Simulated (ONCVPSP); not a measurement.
# Ranking ONCV potentials for copper (Cu)

All share these settings but for the change named:

ONCVPSP 4.0.1 input, shortened (lines: element, Z, core and valence counts, functional; n l f; lmax; l rc ep ncon nbas qcut; lloc lpopt rc5 dvloc0; l nproj debl; icmod fcfact rcfact), PBE, scalar-relativistic:

```
  Cu 29.00    3    3        4      upf
    1    0    2.00
    2    0    2.00
    2    1    6.00
    3    0    2.00
    3    1    6.00
    3    2    8.00
    2
    0    1.15    0.00    5    8   12.90
    1    1.15    0.00    4    9   12.10
    2    1.45    0.00    3    7   10.50
    4    5    1.00    2.00
    0    2    2.70
    1    2    3.20
    2    2    2.30
    0    0.00    0.00
```

In the s channel the program set the typed energies aside and used -5.905, 0.250 Ha. In the p channel the program set the typed energies aside and used -4.329, 0.250 Ha.

Test errors are all-electron minus pseudo excitation energies from the reference, over 3s2 3p6 3d10 4s1; 3s2 3p6 3d10; 3s2 3p6 3d9; 3s1 3p6 3d10 4s1. None of these files shows a bound ghost.

The base gives 221.0 meV.

Of 8 variants that were run, those that failed, showed a ghost or another fault, or gave nearly equal values are left out.

Q: Rank these variants by their largest absolute test error, smallest first.
A. all radii scaled by about 1.18 (s 1.36, p 1.36, d 1.72 bohr); local potential polynomial inside 1.18 bohr (lpopt 5, dvloc0 2 Ha)
B. all radii scaled by about 0.94 (s 1.08, p 1.08, d 1.36 bohr); local potential polynomial inside 0.94 bohr (lpopt 5, dvloc0 2 Ha)
C. all radii scaled by about 1.31 (s 1.50, p 1.50, d 1.90 bohr); local potential polynomial inside 1.30 bohr (lpopt 5, dvloc0 2 Ha)
D. all radii scaled by about 1.06 (s 1.22, p 1.22, d 1.52 bohr); local potential polynomial inside 1.06 bohr (lpopt 5, dvloc0 2 Ha)
E. all radii scaled by about 1.25 (s 1.44, p 1.44, d 1.80 bohr); local potential polynomial inside 1.24 bohr (lpopt 5, dvloc0 2 Ha)

A: B (173.6 meV), D (261.2 meV), A (391.8 meV), E (470.8 meV), C (574.2 meV).
